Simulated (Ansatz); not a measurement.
CH4FGaO2 (`OC[O][GaH][F]`). Charge 0, multiplicity 1. The geometry is a stationary point of PBE0-D4/def2-TZVP. It is one conformer, not always the lowest.

```xyz
9

O    -0.933   -0.509   -0.076
C    -0.660    0.861    0.412
O     0.668    0.894    0.690
Ga    1.174   -0.743    0.003
F     1.344   -0.698   -1.759
H    -1.186   -0.483   -1.007
H    -0.968    1.561   -0.376
H    -1.284    0.991    1.303
H     1.846   -1.873    0.809
```

(1) What is the dipole moment at B3LYP/def2-TZVPP? (An estimate is asked.)

(2) And with PBE, r2SCAN, ωB97M-V? (An estimate is asked.)

(3) Give the Mulliken charges with B3LYP, ωB97M-V, PBE in def2-TZVPP. (An estimate is asked.)

Results:

(1) The calculation gave: 2.53 D, with components (-2.47, -0.12, 0.56) D in this frame, pointing from negative to positive charge.

(2) Computed: PBE 2.47 D, r2SCAN 2.51 D, ωB97M-V 2.54 D.

(3) The calculation gave: 
```tsv
atom	B3LYP	ωB97M-V	PBE
O1	-0.27	-0.26	-0.22
C2	0.16	0.12	0.11
O3	-0.44	-0.44	-0.37
Ga4	0.61	0.59	0.50
F5	-0.42	-0.42	-0.38
H6	0.21	0.20	0.21
H7	0.09	0.11	0.08
H8	0.10	0.12	0.09
H9	-0.03	-0.01	-0.03
```

B3LYP here is the variant with VWN-RPA as its local correlation; programs differ in this.
